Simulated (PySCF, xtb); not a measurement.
Pb(Br)(SiH3) (BrH3PbSi), SMILES [SiH3][Pb][Br] (connectivity only; charge and spin as stated), neutral, multiplicity 1.

Harmonic wavenumbers (cm⁻¹) from xtb with GFN2-xTB at its own minimum, in rising order: 16, 68, 198, 253, 336, 404, 817, 832, 834, 2204, 2249, 2283.

**Question.** What does PBE0-D3(BJ)/def2-SVP in PySCF give at its own minimum? (Estimate from the structure and the level; the computed values follow.)

**Answer.** 66, 77, 211, 251, 340, 417, 825, 922, 934, 2185, 2203, 2212. Paired by order, the mean absolute difference is 35 cm⁻¹ and the zero-point energies are 15.0 and 15.2 kcal/mol.
